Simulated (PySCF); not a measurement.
Simulated Si 1s region for `F[SiH2]C[SiH3]`, binding energy against the vacuum level.

Every computed line was given a Gaussian of 0.4 eV full width at half maximum and an area set by the number of equivalent atoms; the highest printed point is 100. Method used: PySCF 2.14.0, delta-SCF UKS SCAN, pcX-2 on the ionised atom, pcseg-1 elsewhere, spin-free X2C.

(binding energy (eV), intensity): (1846.1, 1), (1846.2, 4), (1846.3, 14), (1846.4, 38), (1846.5, 73), (1846.6, 100), (1846.7, 97), (1846.8, 66), (1846.9, 32), (1847.0, 11), (1847.1, 3), (1847.2, 1), (1847.3, 1), (1847.4, 4), (1847.5, 14), (1847.6, 38), (1847.7, 73), (1847.8, 100), (1847.9, 97), (1848.0, 66), (1848.1, 32), (1848.2, 11), (1848.3, 3), (1848.4, 0)

**Question.** Count the maxima, the lines and the sites behind this envelope.

**Answer.** The curve has 2 maxima (at 1846.6 and 1847.8 eV). Under it lie 2 lines from 2 inequivalent silicon sites.

**Question.** Decompose the envelope and assign each component. Numbering: `[F:1][SiH2:2][CH2:3][SiH3:4]`.

**Answer.** 
```csv
position (eV),relative area,line,atoms,environment
1846.64,1,Si 1s,Si4,SiH3 silicon
1847.84,1,Si 1s,Si2,fluorine-bound silicon
```

**Question.** Above which line width would these two lines show one maximum?

**Answer.** Two equal Gaussians merge once their distance is under 2σ = FWHM/1.177. With 1.20 eV between them that is a full width over 1.41 eV.

The listed Si 1s values span 1.20 eV, from Si4 (bonded to C and 3 H) to Si2 (bonded to F, C and 2 H).

Shake-up satellites, vibrational structure and lifetime widths aren't simulated. Geometry: PBE0-D3(BJ)/def2-SVP, one conformer, isolated molecule.

Hardware: one thread, Arm Neoverse V1 (aarch64), no GPU, shared host. Cost: 28 s of wall time, 0.54 GiB resident at most.

The values belong to the conformer `[F:1][SiH2:2][CH2:3][SiH3:4]`: F1–Si2–C3–Si4 -57°.
